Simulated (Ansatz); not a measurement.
One change: `OC[SiH2]Cl` becomes `NBC[SiH2]Cl`.

Ansatz, PBE0-D4/def2-TZVP geometries, multiplicity 1. Each molecule was computed in one conformer, which needn't be the lowest.

```tsv
property	`OC[SiH2]Cl`
HOMO energy (PBE/def2-TZVPP) / eV	-6.25
HOMO–LUMO gap (B3LYP/def2-TZVPP) / eV	7.30
HOMO energy (B3LYP/def2-TZVPP) / eV	-7.55
size of the dipole moment (PBE/def2-TZVPP) / D	1.18
HOMO–LUMO gap (ωB97M-V/def2-TZVPP) / eV	11.86
LUMO energy (ωB97M-V/def2-TZVPP) / eV	1.74
```

Task: What does the change do to each property? (Estimate.)

Result: The calculation gave: 
```tsv
property	`NBC[SiH2]Cl`	shift
HOMO energy (PBE/def2-TZVPP) / eV	-6.92	-0.67
HOMO–LUMO gap (B3LYP/def2-TZVPP) / eV	7.98	0.68
HOMO energy (B3LYP/def2-TZVPP) / eV	-8.00	-0.45
size of the dipole moment (PBE/def2-TZVPP) / D	1.70	0.52
HOMO–LUMO gap (ωB97M-V/def2-TZVPP) / eV	12.55	0.69
LUMO energy (ωB97M-V/def2-TZVPP) / eV	2.04	0.30
```

With PBE0 the HOMO falls by 0.46 eV and the LUMO rises by 0.21 eV, so the gap widens by about 0.67 eV. PBE moves the HOMO by -0.67 eV and ωB97M-V by -0.39 eV. Dipoles are sizes alone; their direction can turn.

B3LYP here is the variant with VWN-RPA as its local correlation; programs differ in this.
